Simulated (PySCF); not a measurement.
Working out the excitation energy of P(2+)

P(2+) [Ne] 3s2 3p1 (2P) → P(2+) [Ne] 3s1 3p1 4s1 (4P). Calculation: PySCF 2.14, in dyall-av2z; the non-relativistic Hamiltonian (point nucleus). Frozen: [Ne]; the 16 highest virtual orbitals dropped. Energies in hartree (1 hartree = 27.21139 eV):

```json
{"part": "UHF", "P(2+) (lower)": "-339.640394", "P(2+) (upper)": "-338.858025"}
{"part": "CCSD correlation", "P(2+) (lower)": "-0.059174", "P(2+) (upper)": "-0.020418"}
{"part": "(T)", "P(2+) (lower)": "-0.000659", "P(2+) (upper)": "-0.001905"}
```

Question: What does Hartree-Fock give?

Answer: (-338.858025) − (-339.640394) = 0.782369 hartree = 21.289 eV.

Question: What do CCSD and CCSD(T) give?

Answer: The CCSD correlation energies differ by 0.038756 hartree = 1.055 eV and the triples by -0.001246 hartree = -0.034 eV, so CCSD gives 22.344 eV and CCSD(T) 22.310 eV.

A double-zeta basis recovers only part of the correlation energy.

The coupled-cluster amplitudes are large, so a single reference is strained.
